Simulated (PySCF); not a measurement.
## Radial density of Ne(2+) (neon, charge +2)

UHF, [He] 2s2 2p4, high-spin 3P determinant. Calculation: PySCF 2.14, in Sapporo-DZP-2012; scalar relativity by spin-free X2C-1e.

```csv
r (bohr),4πr²ρ (e/bohr),4πr²(ρα − ρβ)
0.00301,0.06646,0.0000
0.00507,0.1833,0.0000
0.00853,0.4875,0.0000
0.0143,1.221,0.0000
0.0241,2.850,0.0004
0.0406,5.799,0.0033
0.0683,9.516,0.0218
0.115,10.86,0.1263
0.193,7.422,0.5430
0.325,4.851,1.4836
0.546,7.024,2.4406
0.919,5.139,1.6081
1.55,0.9234,0.2463
2.60,0.05481,0.0172
```

Densities and radii are taken from the X2C orbitals without a picture-change correction, which distorts them close to the nucleus.
